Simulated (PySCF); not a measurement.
Simulated outer-valence photoelectron spectrum of `[Se]=C=S` (carbon sulfide selenide). Theory: EOM-IP-CCSD/aug-cc-pVDZ in PySCF, restricted Hartree–Fock reference, frozen core, non-relativistic, gas phase, PBE0-D3(BJ)/def2-SVP geometry.

Each root has a Gaussian of 0.8 eV full width with its one-hole share as area; cross sections and vibrations are left out, and the highest printed point is 100.

| ionisation energy (eV) | intensity |
| --- | --- |
| 8.4 | 1 |
| 8.6 | 4 |
| 8.8 | 14 |
| 9.0 | 39 |
| 9.2 | 74 |
| 9.4 | 100 |
| 9.6 | 96 |
| 9.8 | 65 |
| 10.0 | 31 |
| 10.2 | 11 |
| 10.4 | 3 |
| 10.6 | 0 |
| 10.8 | 0 |
| 11.0 | 0 |
| 11.2 | 0 |
| 11.4 | 0 |
| 11.6 | 1 |
| 11.8 | 4 |
| 12.0 | 13 |
| 12.2 | 36 |
| 12.4 | 68 |
| 12.6 | 91 |
| 12.8 | 86 |
| 13.0 | 58 |
| 13.2 | 31 |
| 13.4 | 21 |
| 13.6 | 29 |
| 13.8 | 44 |
| 14.0 | 50 |
| 14.2 | 41 |
| 14.4 | 23 |
| 14.6 | 9 |
| 14.8 | 3 |
| 15.0 | 1 |
| 15.2 | 1 |
| 15.4 | 3 |
| 15.6 | 10 |
| 15.8 | 24 |
| 16.0 | 39 |
| 16.2 | 46 |
| 16.4 | 38 |
| 16.6 | 22 |
| 16.8 | 9 |
| 17.0 | 3 |
| 17.2 | 1 |

Where are the maxima, and how many lines lie under the curve?

4 maxima, at 9.5, 12.7, 14.0 and 16.2 eV, from 4 lines (6 roots with degenerate partners counted).

List the lines with their holes.

| E (eV) | leading hole (HF orbital) | area | Koopmans (eV) |
| --- | --- | --- | --- |
| 9.47 | HOMO/HOMO-1 | 1.91 | 9.71 |
| 12.67 | HOMO-2/HOMO-3 | 1.72 | 13.85 |
| 13.98 | HOMO-4 | 0.93 | 15.32 |
| 16.19 | HOMO-5 | 0.86 | 18.35 |

The widest gap, 3.20 eV, lies between 9.47 and 12.67 eV. Only orbitals with −ε under 21 eV, eight at most, were ionised, so the high end of the curve may lack lines.

Hardware: one thread of an Arm Neoverse V2, on a shared host. Cost: 1.9 min of wall time, 0.68 GiB resident at most.
